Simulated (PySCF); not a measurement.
An unknown is described by computed data only.

Elements present: B, H, N and Si. Monoisotopic mass: 74.0472 u.

| Item | Value |
| --- | --- |
| XPS | Si2p3/2 107.0, B1s 195.7, N1s 404.3, N1s 404.9, Si1s 1846.8 eV [ΔSCF SCAN, pcX-2 on the ionised atom, pcseg-1 elsewhere, spin-free X2C, 2p3/2 from a spin–orbit splitting computed afterwards within the 2p shell] |
| 1H NMR | chemical shifts (computed TMS as zero) by class: 4.67 (3 H), 4.23 (1 H), 2.44 (2 H), 1.50 (1 H) ppm [GIAO B97-2/pcSseg-2] |
| Triplet | lowest triplet excitation (Tamm–Dancoff): 6.42 eV [TDA wB97X-D/def2-SVPD] |
| UV, strongest line | among the 10 lowest singlet transitions: S7 at 8.41 eV (147 nm, f = 0.223) [TDDFT wB97X-D/def2-SVPD] |
| UV, first state | lowest singlet excitation: 6.58 eV (188 nm, f = 0.002) [TDDFT wB97X-D/def2-SVPD] |
| Polarisability | 59.9 au [wB97X-D/def2-SVPD] |
| NMR, other nuclei | isotropic shieldings of nuclei other than C and H, by class: 73 (1 B), 190 (1 N), 200 (1 N), 397 (1 Si) ppm [GIAO B97-2/pcSseg-2] |
| Dipole | 2.05 D [wB97X-D/def2-SVPD] |
| Valence photoelectron | vertical ionisation energy: 9.36 eV [ΔSCF wB97X-D/def2-SVPD] |
| Rotational structure | rotational constants A, B, C: 30.178, 2.365, 2.251 GHz [PBE0-D3(BJ)/def2-SVP] |

The electronic properties come from PySCF, for the isolated species, density fitting. Levels stand in brackets. Isolated species at its PBE0-D3(BJ)/def2-SVP geometry (one conformer only). NMR classes are plain means over equivalent atoms (diastereotopic ones count apart unless rotation or inversion swaps them), as if these changed places fast.

Problem. Which formula fits the mass and the elements?

Solution. BH7N2Si (calculated 74.0472). No other formula that holds each of these elements comes within 0.0003 u with a fitting electron parity and a possible valence count.

Problem. What is the compound? Reason from the data.

Solution. Numbering: `[NH2:1][BH:2][NH:3][SiH3:4]`. Hydrogen classes from least to most shielded: 3 H on an SiH3 silicon, Si4 (4.67 ppm), 1 H on a three-coordinate boron, B2 (4.23 ppm), 2 H on a boron-bound nitrogen, N1 (2.44 ppm), 1 H on a silicon-bound nitrogen, N3 (1.50 ppm). The other shieldings belong to: 73 ppm, three-coordinate boron [B2]; 190 ppm, boron-bound nitrogen [N1]; 200 ppm, silicon-bound nitrogen [N3]; 397 ppm, SiH3 silicon [Si4]. The core levels belong to: Si2p3/2 107.0 eV, SiH3 silicon [Si4]; B1s 195.7 eV, three-coordinate boron [B2]; N1s 404.3 eV, silicon-bound nitrogen [N3]; N1s 404.9 eV, boron-bound nitrogen [N1]; Si1s 1846.8 eV, SiH3 silicon [Si4]. The first electron is taken from the HOMO, whose largest Löwdin shares are 0.37 on the silicon-bound nitrogen, 0.32 on the boron-bound nitrogen, 0.08 on the SiH3 silicon and 0.07 on the three-coordinate boron. By its constants the optimised geometry is an asymmetric top. Structure: `B(N[SiH3])N`. Computed isomers that give other values at the same levels: `BN[SiH2]N` (rotational constant A: 15.750 GHz; this holds for the one conformer computed). The assignments are read from this structure; whether some other isomer fits the data as well wasn't checked.

The values belong to the conformer `[NH2:1][BH:2][NH:3][SiH3:4]`: N1–B2–N3–Si4 -177°, H–N1–B2–N3 -179°, H–N1–B2–N3 0°.
